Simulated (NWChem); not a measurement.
System: sulfur tetrafluoride (SF₄); SMILES FS(F)(F)F

Here is an NWChem input.

```
start job
memory heap 200 mb stack 900 mb global 1100 mb
geometry units angstroms noautoz
  F      1.220545     0.000000     0.616808
  S      0.000000     0.000000    -0.387794
  F      0.000000    -1.654169    -0.275546
  F      0.000000     1.654169    -0.275546
  F     -1.220545     0.000000     0.616808
end
basis spherical
  * library 6-31+g*
end
dft
  xc b3lyp
  iterations 150
  mulliken
end
task dft energy
```

Geometry: optimised at PBE0/def2-SVP.

### Question
What results follow from this input? (B3LYP/6-31+G* (spherical d).) Quantities: basis functions; energy (Ha); highest occupied level (eV); orbital gap (eV); dipole (D).

### Answer
```yaml
number_of_basis_functions: 94
energy (Ha): -797.49
highest occupied level (eV): -10.00
orbital gap (eV): 7.15
dipole (D): 0.99
```
